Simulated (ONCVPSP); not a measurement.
**Transferability test, ONCV potential for V**

ONCVPSP 4.0.1 input, shortened (lines: element, Z, core and valence counts, functional; n l f; lmax; l rc ep ncon nbas qcut; lloc lpopt rc5 dvloc0; l nproj debl; icmod fcfact rcfact), PBEsol, scalar-relativistic:

```
  V 23.00    5    2  -116133      upf
    1    0    2.00
    2    0    2.00
    2    1    6.00
    3    0    2.00
    3    1    6.00
    3    2    3.00
    4    0    2.00
    2
    0    3.00    0.00    5    8    2.40
    1    2.35    0.31    5    8    4.10
    2    2.00    0.00    3    7    8.70
    4    3    1.30    1.00
    0    2    3.20
    1    3    1.60
    2    2    1.60
    3    4.75    1.05
```

Energies are relative to the spin-unpolarised reference configuration 3d3 4s2; without spin polarisation the order of configurations can differ from experiment.

Q: Give the all-electron excitation energy and the error of the potential for: 3d3 4s1; 3d3 4s0; 3d2 4s0; 3d4 4s0.

A:

```csv
valence configuration,charge,ΔE all-electron (eV),error AE − PS (meV)
3d3 4s1,+1,7.750,-1.0
3d3 4s0,+2,21.954,+61
3d2 4s0,+3,50.804,+132
3d4 4s0,+1,7.165,-90
```

Note: ghosts flagged at negative energy: p at -47.4 eV; GHOST(+) flagged for s at 58.1 eV. A true bound ghost makes a file unfit for plane-wave use.
